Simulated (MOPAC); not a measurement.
MOPAC input (PM7):

```
PM7 1SCF CHARGE=-1 GEO-OK AUX(PRECISION=9) THREADS=1
CH3BF2N

C    -1.94939300 1   -0.08238600 1    0.12950400 1
N    -0.71889500 1   -0.65939600 1   -0.31604900 1
B     0.46306100 1   -0.05992500 1   -0.07674000 1
F     0.69170100 1    1.14659400 1    0.60030400 1
F     1.68931500 1   -0.57175200 1   -0.48420800 1
H    -2.50978400 1   -0.75849000 1    0.80451200 1
H    -2.64718800 1    0.11600200 1   -0.70746400 1
H    -1.85884900 1    0.87862600 1    0.67710300 1
```

From the output:

```
                                                       MOPAC v23.2.5 Linux

          FINAL HEAT OF FORMATION =       -220.55769 KCAL/MOL =    -922.81339 KJ/MOL

          COSMO AREA              =        104.45 SQUARE ANGSTROMS
          COSMO VOLUME            =         87.14 CUBIC ANGSTROMS

          IONIZATION POTENTIAL    =          4.036108 EV
          HOMO LUMO ENERGIES (EV) =         -4.036  5.925
          NO. OF FILLED LEVELS    =         15
          MOLECULAR WEIGHT        =         77.8482         POINT GROUP:  Cs

          MOLECULAR DIMENSIONS (Angstroms)

            Atom       Atom       Distance
            H     7    F     5     4.39637
            F     4    H     6     2.40852
            H     8    H     7     1.46220

          SCF CALCULATIONS        =          1

   ATOM   CHEMICAL          X               Y               Z
  NUMBER   SYMBOL      (ANGSTROMS)     (ANGSTROMS)     (ANGSTROMS)

     1       C         -1.94939300  *  -0.08238600  *   0.12950400  *
     2       N         -0.71889500  *  -0.65939600  *  -0.31604900  *
     3       B          0.46306100  *  -0.05992500  *  -0.07674000  *
     4       F          0.69170100  *   1.14659400  *   0.60030400  *
     5       F          1.68931500  *  -0.57175200  *  -0.48420800  *
     6       H         -2.50978400  *  -0.75849000  *   0.80451200  *
     7       H         -2.64718800  *   0.11600200  *  -0.70746400  *
     8       H         -1.85884900  *   0.87862600  *   0.67710300  *

                             CARTESIAN COORDINATES

   1    C       -1.949393000    -0.082386000     0.129504000
   2    N       -0.718895000    -0.659396000    -0.316049000
   3    B        0.463061000    -0.059925000    -0.076740000
   4    F        0.691701000     1.146594000     0.600304000
   5    F        1.689315000    -0.571752000    -0.484208000
   6    H       -2.509784000    -0.758490000     0.804512000
   7    H       -2.647188000     0.116002000    -0.707464000
   8    H       -1.858849000     0.878626000     0.677103000

           Empirical Formula: C H3 N B F2  =     8 atoms

      MOLECULAR POINT GROUP   :   Cs

                  EIGENVALUES
 -33.12059 -32.98948 -27.53740 -18.63866 -11.05646 -10.60167 -10.51976 -10.31401
  -9.54232  -8.95197  -8.80998  -8.41112  -7.94530  -4.23284  -4.03611   5.92469
   7.75607   8.83024   9.75768   9.84268   9.91002  10.73307  12.02077

              NET ATOMIC CHARGES AND DIPOLE CONTRIBUTIONS

  ATOM NO.   TYPE          CHARGE      No. of ELECS.   s-Pop       p-Pop
    1          C          -0.213125        4.2131     1.04144     3.17169
    2          N          -0.521931        5.5219     1.72943     3.79250
    3          B           0.205386        2.7946     0.61546     2.17915
    4          F          -0.402278        7.4023     1.95528     5.44699
    5          F          -0.367157        7.3672     1.95413     5.41303
    6          H           0.100321        0.8997     0.89968
    7          H           0.100321        0.8997     0.89968
    8          H           0.098462        0.9015     0.90154
 DIPOLE           X         Y         Z       TOTAL
 POINT-CHG.    -2.827     0.595     0.601     2.951
 HYBRID         0.359     0.718     0.383     0.890
 SUM           -2.468     1.313     0.984     2.964

          ATOMIC ORBITAL ELECTRON POPULATIONS

     Atom    s        px        py        pz
    1  C   1.04144   0.98642   1.08848   1.09679
    2  N   1.72943   1.10142   1.41346   1.27762
    3  B   0.61546   0.71817   0.66506   0.79593
    4  F   1.95528   1.96113   1.63032   1.85554
    5  F   1.95413   1.58609   1.90652   1.92042
    6  H   0.89968
    7  H   0.89968
    8  H   0.90154

 **********************
 *                    *
 * JOB ENDED NORMALLY *
 *                    *
 **********************

 == MOPAC DONE ==
```

The dipole moment of an ion depends on the origin.

The geometry given is a B3LYP-D3(BJ)/def2-TZVP minimum.
